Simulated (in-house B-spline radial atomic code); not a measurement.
A fraction x of an electron is added to 2p in F, starting from [He] 2s2 2p5 and keeping the highest spin. Method: non-relativistic SCAN, spin-polarised, spherical fractional occupations, point nucleus. Calculated with a B-spline radial code for spherical atoms.

| x | E(x) - E(0) (eV) | 2p down level (eV) |
| --- | --- | --- |
| 0 | 0.0000 | -10.362 |
| 0.1 | -0.9678 | -9.000 |
| 0.2 | -1.8013 | -7.675 |
| 0.3 | -2.5041 | -6.388 |
| 0.4 | -3.0802 | -5.142 |
| 0.5 | -3.5339 | -3.940 |
| 0.6 | ? | ? |
| 0.7 | ? | ? |
| 0.8 | -4.2095 | -0.649 |

What belongs in the row x = 0.6?

An energy change of -3.8699 eV; 2p down at -2.787 eV.

What belongs in the row x = 0.7?

An energy change of -4.0932 eV; 2p down at -1.688 eV.

Check Janak's theorem between x = 0.1 and 0.2.

The slope of the energy is -8.33 eV; the orbital levels give -8.34 eV (ε of the filling orbital, averaged over the two points).

Up to what added charge does this functional bind the extra electron?

The highest level rises by about 10 eV per electron near x = 0.8 and would reach zero near x = 0.86, so a whole extra electron isn't bound at the basis-set limit.
